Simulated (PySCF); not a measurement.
AgCl (SMILES [Cl][Ag]), singlet, at a GFN2-xTB geometry (such geometries of metal compounds can be far from the true shape) (core potentials on Ag); HF/def2-SVP, TDA run with PySCF.

Here is a job for PySCF.
```python
from pyscf import gto, scf, tdscf

mol = gto.M(
    atom='''
Ag   -0.00000000   -0.00000000   -0.58725001
Cl    0.00000000    0.00000000    1.62357355
''',
    basis='def2-svp',
    ecp={'Ag': 'def2-svp'},
    verbose=3,
)

mf = scf.RHF(mol)
mf.kernel()
td = mf.TDA()
td.nstates = 15
td.kernel()
td.analyze(verbose=3)
```

It wrote (shortened):

```
converged SCF energy = -605.47543997898
Excitation energies (eV)
[4.76613485 4.86094685 4.86094685 6.55699122 6.55699122 7.2416942
 7.2416942  7.44557032 7.44557032 7.47725333 7.65131128 7.65131128
 7.79477536 8.53948054 8.53948054]

** Singlet excitation energies and oscillator strengths **
Excited State   1:      4.76613 eV    260.14 nm  f=0.0344
Excited State   2:      4.86095 eV    255.06 nm  f=0.0320
Excited State   3:      4.86095 eV    255.06 nm  f=0.0320
Excited State   4:      6.55699 eV    189.09 nm  f=0.0000
Excited State   5:      6.55699 eV    189.09 nm  f=0.0000
Excited State   6:      7.24169 eV    171.21 nm  f=0.0160
Excited State   7:      7.24169 eV    171.21 nm  f=0.0160
Excited State   8:      7.44557 eV    166.52 nm  f=0.0000
Excited State   9:      7.44557 eV    166.52 nm  f=0.0000
Excited State  10:      7.47725 eV    165.82 nm  f=0.0000
Excited State  11:      7.65131 eV    162.04 nm  f=0.0956
Excited State  12:      7.65131 eV    162.04 nm  f=0.0956
Excited State  13:      7.79478 eV    159.06 nm  f=0.0035
Excited State  14:      8.53948 eV    145.19 nm  f=0.0802
Excited State  15:      8.53948 eV    145.19 nm  f=0.0802
```
